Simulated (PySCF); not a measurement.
# Nuclear quadrupole coupling in `C=C(C#CC)COCOC`

C₈H₁₂O₂.
Geometry (GFN2-xTB, Å), atoms numbered from 1 in this order:
```
atom  x, y, z in Å
C1    -0.3765   -1.0612   -1.9208
C2    -0.7385   -0.5550   -0.7461
C3    -2.0855   -0.2311   -0.4443
C4    -3.2234    0.0449   -0.1698
C5    -4.5958    0.3677    0.1470
C6     0.2287   -0.2781    0.3755
O7     1.5407   -0.6734    0.0199
C8     2.4792   -0.4394    1.0188
O9     2.7071    0.9106    1.2830
C10    3.3037    1.6018    0.2045
H11    0.6520   -1.3026   -2.1180
H12   -1.0984   -1.2448   -2.6981
H13   -5.0378   -0.4329    0.7406
H14   -4.6394    1.2950    0.7182
H15   -5.1735    0.4880   -0.7692
H16   -0.0913   -0.8246    1.2786
H17    0.2073    0.7951    0.6195
H18    3.3992   -0.9356    0.6726
H19    2.1559   -0.8703    1.9794
H20    4.2954    1.1910   -0.0164
H21    3.3954    2.6384    0.5199
H22    2.6851    1.5407   -0.6955
```

Field gradients from the PBE0/pcSseg-1 density (PySCF, non-relativistic), principal values in atomic units, ordered |Vxx| ≤ |Vyy| ≤ |Vzz|:

```csv
atom,Vxx,Vyy,Vzz
O7,-0.0788,-1.8474,1.9262
O9,-0.0985,-1.8501,1.9486
```

Question: Find the asymmetry η = (Vxx − Vyy)/Vzz and the couplings χ = eQV/h (234.96 MHz × Q in barn × V in au), with Q(17O) = −0.0256 b.

Answer: 
| atom | environment | nucleus | η | χzz (MHz) | χxx (MHz) | χyy (MHz) |
| --- | --- | --- | --- | --- | --- | --- |
| O7 | ether oxygen | 17O | 0.92 | -11.59 | 0.47 | 11.11 |
| O9 | ether oxygen | 17O | 0.90 | -11.72 | 0.59 | 11.13 |

At O7 η is above 0.9: Vyy and Vzz are nearly equal in size and opposite in sign, so a small change could swap them and flip the sign of χzz. The tensor is traceless: Vxx + Vyy + Vzz = 0.

Question: What is Vzz at O7 in SI units (1 au = 9.71736 × 10²¹ V/m²)?

Answer: 1.9262 au = 18.718 × 10²¹ V/m².

Question: And the gradient at the other heavy atoms, for which no coupling is worked out here?

Answer: 
| atom | environment | Vzz (au) | η |
| --- | --- | --- | --- |
| C1 | terminal =CH2 carbon | 0.309 | 0.19 |
| C2 | fully substituted alkene carbon | -0.234 | 0.88 |
| C3 | alkyne carbon | -0.244 | 0.00 |
| C4 | alkyne carbon | -0.268 | 0.02 |
| C5 | propargylic carbon | 0.126 | 0.03 |
| C6 | sp3 carbon bound to oxygen | 0.368 | 0.23 |
| C8 | sp3 carbon bearing two oxygens | -0.373 | 0.77 |
| C10 | methoxy carbon | 0.394 | 0.09 |

Were the hydrogens deuterons (Q(2H) = 0.00286 b), χzz would run from 185 kHz (H19 and H18) to 227 kHz (H11 and H12).

Isolated species at its GFN2-xTB geometry (one conformer only). GFN2-xTB bond lengths can be off by several hundredths of an ångström, more for odd bonds, and the gradients follow them. The small basis limits the accuracy of the gradients.
